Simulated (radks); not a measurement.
These are the eigenvalues of the occupied orbitals of an atom or ion with whole-number occupations (eV). Calculated with a radial shooting solver on a logarithmic mesh with Libxc functionals: scalar-relativistic Kohn-Sham, r2SCAN, spin-polarised, spherical densities, finite nucleus; meta-GGA in the generalised Kohn-Sham scheme; Fermi nuclear charge, rms radius of each element as measured or else 0.836 A^(1/3) + 0.57 fm.

| orbital | eigenvalue |
|---|---|
| 1s down | -25419.09 |
| 1s up | -25419.08 |
| 2s up | -3790.875 |
| 2s down | -3790.267 |
| 2p up | -3401.478 |
| 2p down | -3401.030 |
| 3s up | -733.0822 |
| 3s down | -732.9402 |
| 3p up | -604.2035 |
| 3p down | -603.9943 |
| 3d up | -401.5545 |
| 3d down | -401.0999 |
| 4s up | -137.4157 |
| 4s down | -135.3077 |
| 4p up | -99.6968 |
| 4p down | -97.5114 |
| 4d up | -44.9661 |
| 4d down | -42.8346 |

Which element is it, and in what charge state? The configuration may be excited. Open shells, if any, are filled with parallel spins first.

Answer. Z = 47, silver, charge +3: Ag3+ in [Kr] 4d8. The list shows which subshells hold electrons but not how many an open one holds; the 1s level, -934.13 hartree, gives Z - s = 43.2 by -(Z - s)^2/2, which with screening and relativity narrows Z to a few neighbours, and the depths of the outer levels then fix element, charge and occupations together.
